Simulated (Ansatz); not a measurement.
Total energies of Ga(NH2Me)H3 (CH₈GaN) from Ansatz at PBE0-D4/def2-TZVP, gas phase (1 Eh = 27.2114 eV = 2625.5 kJ/mol). The reference geometry is relaxed at PBE-D4/def2-SVP.

```csv
state,geometry,energy (Eh)
charge 0 singlet,reference,-2022.18354
charge 1 doublet,reference,-2021.82448
charge 1 doublet,relaxed at PBE-D4/def2-SVP,-2021.86084
free Ga atom (doublet),–,-1924.55212
free N atom (quartet),–,-54.54382
free C atom (triplet),–,-37.80537
free H atom (doublet),–,-0.50104
```

(1) Work out the vertical ionisation energy to the doublet.

(2) How much does the charge 1 doublet relax, and what is the adiabatic ionisation energy?

(3) What is the binding energy per atom against free atoms?

(1) E(charge 1 doublet) − E(charge 0 singlet) = -2021.82448 − (-2022.18354) = 0.35906 Eh = 9.77 eV. For comparison, −ε of the highest occupied level is 7.45 eV at this level, 2.32 eV less.

(2) Relaxation: -2021.82448 − (-2021.86084) = 0.03636 Eh = 0.99 eV. Adiabatic ionisation energy: 0.32270 Eh = 8.78 eV, without zero-point energy. 

(3) Atoms: 1 × (-1924.55212) + 1 × (-54.54382) + 1 × (-37.80537) + 8 × (-0.50104) = -2020.90963 Eh. Binding: -2020.90963 − (-2022.18354) = 1.27391 Eh = 34.66 eV, or 3.15 eV for each of 11 atoms (no zero-point energy, no counterpoise term).
